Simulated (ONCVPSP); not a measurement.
**Ag (Z = 47), ONCV: configuration errors across variants**

silver, optimised norm-conserving Vanderbilt (ONCV), made with ONCVPSP 4.0.1 (PBE, scalar-relativistic). Core [Ar] 3d10 4s2, reference 4p6 4d10 5s0.75 5p0.25. Waves: 5s: rc 2.25 bohr, ncon 4, nbas 8, qcut 2.6 1/bohr, 1 projector; 4p+5p: rc 1.95 bohr, ncon 4, nbas 8, qcut 5.5 1/bohr, 2 projectors; 4d: rc 1.65 bohr, ncon 4, nbas 8, qcut 10.1 1/bohr, 2 projectors, debl 1.8 Ha. Local part: polynomial inside 1.35 bohr (lpopt 4, dvloc0 0 Ha). Core correction: Teter function, fcfact 2.25, rcfact 1.55.

All-electron excitation energies from the reference (eV): (1) 4p6 4d10 5s1 5p0 -0.926; (2) 4p6 4d10 5s0 5p0 6.832; (3) 4p6 4d9 5s1 5p0 12.226.

2 further variants failed, have other tests or too few solved ones, and are left out.

A true bound ghost makes a file unfit for plane-wave use even where its test errors are small: the radial tests pick states by their node count and pass the ghost by.

Errors AE − PS in meV (a dash: test not solved or not reliable):

```
     change   (1)   (2)   (3)  bound ghosts  GHOST(+) flags above zero
       base  -0.1  -5.9   -14             s                       none
d: qcut 6.9  -0.1  -5.0  -9.6             s                       none
d: qcut 8.6  -0.1  -5.6   -13             s                       none
d: qcut 9.6  -0.1  -5.8   -14             s                       none
```

(1) Give the same row for: d: qcut 11.8.

Answers

(1) -0.1, -6.0, -15; bound ghosts: s; GHOST(+) flags above zero: none.
